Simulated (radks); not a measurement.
Results of a calculation; reference values are marked as such.
Neutral rhenium inside a hard spherical wall (all orbitals vanish at R), configuration held at [Xe] 4f14 5d5 6s2 and not refilled when levels cross. Code: a radial shooting solver on a logarithmic mesh with Libxc functionals. Model: scalar-relativistic Kohn-Sham, LDA (Slater exchange, VWN5 correlation), spin-polarised, spherical densities, point nucleus; open shells are filled with parallel spins first (spin-orbit coupling, left out, can overturn this in heavy ions). Eigenvalues in eV for spin up, with the zero of energy where the potential of the charges vanishes at infinity; a dash marks a level that is unbound or too diffuse for the functional's potential to be trusted. A positive occupied level is held by the wall or, in an anion where self-interaction has pushed it up, behind a barrier. The pressure on the wall is -dE/dV.

| R (bohr) | E (hartree) | kinetic (hartree) | e(5p) | e(4f) | e(6s) | e(5d) | e(6p, empty) | e(7s, empty) | pressure (GPa) |
|---|---|---|---|---|---|---|---|---|---|
| free | -16682.7552 | 18434.916 | -47.961 | -42.408 | -6.748 | -6.506 | -1.686 | -0.055 | 0 |
| 20 | -16682.7552 | 18434.916 | -47.961 | -42.408 | -6.748 | -6.506 | -1.686 | 0.040 | < 0.0001 |
| 12 | -16682.7551 | 18434.916 | -47.958 | -42.405 | -6.746 | -6.504 | -1.666 | 0.707 | 0.000455 |
| 10 | -16682.7549 | 18434.919 | -47.939 | -42.386 | -6.730 | -6.485 | -1.595 | 1.533 | 0.00801 |
| 7 | -16682.7437 | 18435.008 | -47.511 | -41.950 | -6.357 | -6.094 | -0.727 | 6.341 | 0.677 |
| 6 | -16682.7153 | 18435.190 | -46.821 | -41.231 | -5.698 | -5.472 | 0.496 | 11.276 | 3.26 |
| 4 | -16682.2009 | 18437.579 | -41.078 | -34.873 | 1.714 | -0.013 | 11.880 | 46.001 | 114 |
| 3.5 | -16681.6075 | 18439.981 | -37.201 | -30.329 | 8.508 | 4.122 | 21.471 | 70.955 | 330 |
| 2.5 | -16676.5976 | 18458.942 | -18.778 | -8.252 | 53.795 | 26.983 | 79.522 | 201.38 | 4410 |
| 2 | -16665.2675 | 18499.171 | 9.171 | 21.678 | 134.40 | 63.598 | 173.63 | 390.32 | 23400 |
